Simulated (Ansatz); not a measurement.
The cluster W2Cl4⁻. Total charge -1; doublet. Geometry PBE-D4/def2-SVPD.

```xyz
6

W    -0.938   -0.392    0.415
W     0.938    0.392   -0.414
Cl   -1.084   -2.664   -0.212
Cl    1.464    2.358    0.782
Cl   -1.987    1.380    1.570
Cl    1.607   -1.074   -2.140
```

In the def2 sets W takes a core potential; there is no spin–orbit coupling. At r2SCAN-D4/def2-TZVPD, CAM-B3LYP-D4/def2-TZVPD the charge -1 doublet is spin-contaminated (final ⟨S²⟩ up to 1.38, 0.75 for a pure state). No other spin state of charge -1 was run. The structure comes from a short search, and lower isomers may exist.

**Question.** Estimate the α-spin orbital energies around the gap (eV) in Ansatz with PBE-D4/def2-TZVPD, revPBE-D4/def2-TZVPD, BLYP-D4/def2-TZVPD, r2SCAN-D4/def2-TZVPD, CAM-B3LYP-D4/def2-TZVPD.

**Answer.** 
```csv
orbital,PBE-D4/def2-TZVPD,revPBE-D4/def2-TZVPD,BLYP-D4/def2-TZVPD,r2SCAN-D4/def2-TZVPD,CAM-B3LYP-D4/def2-TZVPD
HOMO−5,-3.68,-3.62,-3.50,-3.96,-6.23
HOMO−4,-2.46,-2.39,-2.26,-2.70,-4.76
HOMO−3,-2.39,-2.32,-2.20,-2.60,-4.61
HOMO−2,-1.67,-1.60,-1.52,-2.16,-3.88
HOMO−1,-1.53,-1.46,-1.35,-1.68,-3.64
HOMO,-0.73,-0.68,-0.55,-0.84,-2.71
LUMO,0.18,0.28,0.30,0.28,1.97
LUMO+1,0.43,0.51,0.62,0.84,2.55
LUMO+2,1.65,1.73,1.78,1.78,3.31
LUMO+3,2.24,2.31,2.35,2.45,3.46
LUMO+4,2.24,2.32,2.36,2.48,3.47
LUMO+5,2.33,2.35,2.40,2.73,3.53
β HOMO,-1.35,-1.26,-1.23,-1.52,-3.55
β LUMO,0.01,0.12,0.11,0.29,1.94
```
